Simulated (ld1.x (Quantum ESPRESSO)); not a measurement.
# Al (Z = 13): TM pseudisation with LDA (PZ), scalar-relativistic reference atom.

ld1.x (Quantum ESPRESSO) 7.5 input, shortened:

```
&input
   title='Al', zed=13., rel=1, dft='PZ', iswitch=3,
   config='[Ne] 3s2 3p1 3d-2'
 /
 &inputp
   pseudotype=2, tm=.true., lloc=-2, rcloc=1.35,
   nlcc=.true.
 /
3
3S  1  0   2.00   0.00  1.55  1.55  0.0
3P  2  1   1.00   0.00  2.55  2.55  0.0
3D  3  2  -2.00   0.15  1.95  1.95  0.0
 &test
   configts(1)='3s2 3p1'
 /
```

All-electron outer shells of the reference configuration (LDA (PZ), scalar-relativistic, ld1.x):

```
shell  level (eV)  outermost node (bohr)  outermost maximum (bohr)
   2s     -107.50                   0.17                      0.50
   2p      -69.71                      –                      0.43
   3s       -7.84                   0.80                      2.06
   3p       -2.79                   0.82                      2.64
```

Problem. Does the generator finish with these settings?

Solution. Yes, a potential is produced and its reference levels are reproduced.

Problem. Estimate the cutoffs (Ry, on a coarse ladder) from which the occupation-weighted sum of valence levels, in a spherical-Bessel basis at the reference potential, stays within 10 and 1 mRy of its value at 400 Ry.

Solution. 21 Ry and 55 Ry.

Problem. Does the potential have ghost states?

Solution. No extra level below or beside the all-electron valence levels (s, p, d, f tested).

Problem. Which valence shell sets the plane-wave cutoff?

Solution. 3s: its level needs 35 Ry to come within 1 mRy, against 6 Ry for 3p.

Problem. Tests: 3s2 3p0; 3s1 3p0; 3s2 3p0.5; 3s2 3p1.3; 3s1 3p1; 3s1 3p2; 3s0 3p3. Which has the largest error in its energy relative to the reference configuration, and how large is it?

Solution. 3s1 3p0, with +22 meV (all-electron minus pseudo) on +25.22 eV.
